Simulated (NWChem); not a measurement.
C$_{2}$H$_{5}$ClGe; SMILES Cl/C=[CH]/[GeH3]

```xyz
9

Cl     0.0224    -2.8851     0.0000
C     -0.3897    -1.2049     0.0000
C      0.5080    -0.2191     0.0000
Ge    -0.0218     1.6465     0.0000
H     -1.4722    -1.0447     0.0000
H      1.5727    -0.4779     0.0000
H      0.5324     2.3538    -1.2497
H      0.5324     2.3538     1.2497
H     -1.5583     1.7172     0.0000
```
Atoms are numbered in this order, from 1.

Program: NWChem. Structure relaxed at the PBE0/def2-SVP level.

**Question.** Order these by “orbital gap (eV)”, lowest first: PBE/def2-SVP; CAM-B3LYP/def2-SVP; LC-BLYP (range parameter 0.33 per bohr)/def2-SVP; B3LYP/def2-SVP; Hartree-Fock/def2-SVP.

**Answer.** PBE/def2-SVP (4.89), B3LYP/def2-SVP (6.59), CAM-B3LYP/def2-SVP (9.51), LC-BLYP (range parameter 0.33 per bohr)/def2-SVP (11.37), Hartree-Fock/def2-SVP (13.44)
